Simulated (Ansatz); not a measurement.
Relaxation of C$_{2}$H$_{6}$Al$_{2}$ (10 atoms, charge 0, multiplicity 1), to a largest force component of 0.02 eV/Å in at most 50 steps.

Computed with RKS r2SCANh-D4/def2-SVP (Ansatz).

```xyz
10
Properties=species:S:1:pos:R:3:forces:R:3
Al -1.085 2.038 0.037 0.33 -0.48 -0.49
C -0.134 0.398 -0.535 -0.40 0.67 0.26
C 0.135 -0.395 0.534 0.39 -0.67 -0.25
Al 1.084 -2.037 -0.037 -0.32 0.46 0.50
H -1.353 2.136 1.564 -0.03 -0.08 0.51
H -1.583 3.217 -0.842 -0.12 0.34 -0.43
H 0.198 0.030 -1.517 -0.11 0.25 -0.12
H -0.199 -0.028 1.515 0.12 -0.25 0.12
H 1.355 -2.141 -1.561 0.03 0.09 -0.54
H 1.583 -3.217 0.842 0.11 -0.33 0.43
```

Task: Where does it end, and by what steps?

Result: The run converged. After 6 steps the energy has fallen by 0.174 eV; H8 moved furthest, 0.25 Å.

```json
{"step": "0", "energy less start (eV)": "0.0000", "largest force component (eV/Å)": "0.669", "accepted": "yes"}
{"step": "1", "energy less start (eV)": "-0.1421", "largest force component (eV/Å)": "0.394", "accepted": "yes"}
{"step": "2", "energy less start (eV)": "-0.1646", "largest force component (eV/Å)": "0.267", "accepted": "yes"}
{"step": "3", "energy less start (eV)": "-0.1652", "largest force component (eV/Å)": "0.298", "accepted": "yes"}
{"step": "4", "energy less start (eV)": "-0.1529", "largest force component (eV/Å)": "0.420", "accepted": "no"}
{"step": "5", "energy less start (eV)": "-0.1729", "largest force component (eV/Å)": "0.041", "accepted": "yes"}
{"step": "6", "energy less start (eV)": "-0.1741", "largest force component (eV/Å)": "0.015", "accepted": "yes"}
```

```xyz
10
Properties=species:S:1:pos:R:3
Al -1.118 2.093 0.075
C -0.181 0.465 -0.464
C 0.180 -0.464 0.463
Al 1.118 -2.093 -0.074
H -1.422 2.248 1.626
H -1.559 3.206 -0.970
H 0.082 0.249 -1.513
H -0.082 -0.249 1.512
H 1.422 -2.251 -1.625
H 1.559 -3.205 0.972
```

Time of the run: 24 s on 2 threads of Arm Neoverse V1, with other jobs on the host, peak memory 0.21 GiB.
